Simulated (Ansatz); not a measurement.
Process, species as SMILES: F[C]Cl (closed-shell singlet) → C atom + Cl atom + F atom
B3LYP-D3(BJ)/def2-TZVP geometries, fixed; electronic energies without zero-point terms.
Largest species:
```
C
F 1 1.2975
Cl 1 1.7557 2 106.70
```

Basis-set convergence of the atomisation energy at B2PLYP with Ansatz (an electronic-structure program). Cartesian d functions, on some or all atoms, in 6-31G**, 6-31+G*, 6-311G**, 6-311+G**; all else is spherical. Cores are frozen. A restricted B2PLYP determinant is unstable towards unrestricted orbitals. Open shells are unrestricted. No added dispersion term, no relativity. Functions are those of the species that has most. Reference: the value in aug-cc-pV(5+d)Z, 213.12 kcal/mol, itself unsure by roughly 0.28 kcal/mol (its mean distance from pcseg-4, aug-pcseg-3, aug-cc-pV(Q+d)Z). Deviations are taken from unrounded values.

```json
[
 {"basis": "STO-3G", "functions": "19"},
 {"basis": "3-21G", "functions": "31"},
 {"basis": "6-31G", "functions": "31"},
 {"basis": "6-31G**", "functions": "49"},
 {"basis": "cc-pV(D+d)Z", "functions": "51"},
 {"basis": "6-31+G*", "functions": "61"},
 {"basis": "6-311G**", "functions": "63"},
 {"basis": "6-311+G**", "functions": "75"},
 {"basis": "6-311++G(2d,2p)", "functions": "89"},
 {"basis": "cc-pV(T+d)Z", "functions": "99"},
 {"basis": "6-311++G(3df,3pd)", "functions": "125"},
 {"basis": "cc-pV(Q+d)Z", "functions": "174"},
 {"basis": "cc-pV(5+d)Z", "functions": "282"}
]
```

Problem. Which is the smallest set listed that can be trusted to 4 kcal/mol here, that is, within that of the reference together with its larger relatives (same family, alike in diffuse functions; a set with none to test it counts only in the reference's own line)?

Solution. The smallest set listed that lies within 4 kcal/mol of the reference with all its larger relatives (same family, alike in diffuse functions; a set with none counts only in the reference's own line) is cc-pV(T+d)Z (99 functions, -2.62 kcal/mol off). Inside, with no larger relative to test it: 6-311++G(3df,3pd). Value minus reference: STO-3G -10.15, 3-21G -43.13, 6-31G -51.51, 6-31G** -7.77, cc-pV(D+d)Z -10.52, 6-31+G* -11.10, 6-311G** -11.43, 6-311+G** -11.04, 6-311++G(2d,2p) -7.29, cc-pV(T+d)Z -2.62, 6-311++G(3df,3pd) -0.76, cc-pV(Q+d)Z -0.82, cc-pV(5+d)Z -0.25 kcal/mol.
